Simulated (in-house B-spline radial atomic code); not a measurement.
Configurations of In3+, with energies counted from [Kr] 4d10. Level of theory: scalar-relativistic (X2C) LC-wPBE, spin-polarised, spherical fractional occupations, exact exchange averaged over the configuration, Fermi nucleus of rms radius 4.6156 fm; calculated with an all-electron radial atomic-structure program (B-spline basis). Shells without spins written out take the highest spin.

Occupations are held fixed; configurations that lie above the ionisation limit could autoionise.

```
             configuration  E - E(ref) (eV)  highest orbital  its <r> (bohr)
              [Kr] 4d9 4f1           41.125            4f up           3.701
[Ar] 3d10 4s2 4p5 4d10 5s1            77.38            5s up           2.152
[Ar] 3d10 4s2 4p5 4d10 5d1           97.528            5d up            3.48
 [Ar] 3d9 4s2 4p6 4d10 5s1           442.64            5s up           2.143
 [Ar] 3d9 4s2 4p6 4d10 5d1           462.78            5d up           3.452
 [Ar] 3d9 4s2 4p6 4d10 4f1            468.1            4f up           3.725
```

Question: Order these further configurations by energy, lowest first.
A. [Kr] 4d9 5d1
B. [Ar] 3d9 4s2 4p6 4d10 5f1
C. [Ar] 3d10 4s2 4p5 4d10 4f1
D. [Kr] 4d9 5f1
E. [Kr] 4d9 5p1

Answer: E (24.84 eV), A (36.06 eV), D (46.156 eV), C (102.62 eV), B (473.1 eV).

Question: How far above the reference does [Ar] 3d10 4s2 4p5 4d10 5p1 lie?

Answer: 86.276 eV; its least bound orbital is 5p up with <r> = 2.501 bohr.
